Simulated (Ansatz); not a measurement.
One change: `C[N](C)[Ti]([NH2])([F])[N](C)C` becomes `C[Se][Ti]([F])([N](C)C)[N](C)C`.

Ansatz, PBE0-D4/def2-TZVP geometries, multiplicity 1. Each molecule was computed in one conformer, which needn't be the lowest.

Scalar relativity is left out up to krypton.

```json
{"property": "LUMO energy (PBE/def2-TZVPP) / eV", "`C[N](C)[Ti]([NH2])([F])[N](C)C`": "-1.65"}
{"property": "LUMO energy (ωB97M-V/def2-TZVPP) / eV", "`C[N](C)[Ti]([NH2])([F])[N](C)C`": "1.28"}
{"property": "HOMO–LUMO gap (ωB97M-V/def2-TZVPP) / eV", "`C[N](C)[Ti]([NH2])([F])[N](C)C`": "9.89"}
{"property": "HOMO–LUMO gap (B3LYP/def2-TZVPP) / eV", "`C[N](C)[Ti]([NH2])([F])[N](C)C`": "5.17"}
{"property": "size of the dipole moment (PBE/def2-TZVPP) / D", "`C[N](C)[Ti]([NH2])([F])[N](C)C`": "2.22"}
{"property": "LUMO energy (PBE0/def2-TZVPP) / eV", "`C[N](C)[Ti]([NH2])([F])[N](C)C`": "-0.70"}
```

Q: What does the change do to each property? (Estimate.)

A: The calculation gave: 
| property | `C[Se][Ti]([F])([N](C)C)[N](C)C` | shift |
| --- | --- | --- |
| LUMO energy (PBE/def2-TZVPP) / eV | -2.23 | -0.58 |
| LUMO energy (ωB97M-V/def2-TZVPP) / eV | 0.81 | -0.47 |
| HOMO–LUMO gap (ωB97M-V/def2-TZVPP) / eV | 8.98 | -0.91 |
| HOMO–LUMO gap (B3LYP/def2-TZVPP) / eV | 4.30 | -0.87 |
| size of the dipole moment (PBE/def2-TZVPP) / D | 2.92 | 0.70 |
| LUMO energy (PBE0/def2-TZVPP) / eV | -1.28 | -0.58 |

With PBE0 the HOMO rises by 0.29 eV and the LUMO falls by 0.58 eV, so the gap narrows by about 0.87 eV. PBE moves the HOMO by 0.15 eV and ωB97M-V by 0.44 eV. Dipoles are sizes alone; their direction can turn.

B3LYP here is the variant with VWN-RPA as its local correlation; programs differ in this.

Spin–orbit coupling is left out; it splits and shifts lone-pair levels of the heavy atoms by tenths of an eV.
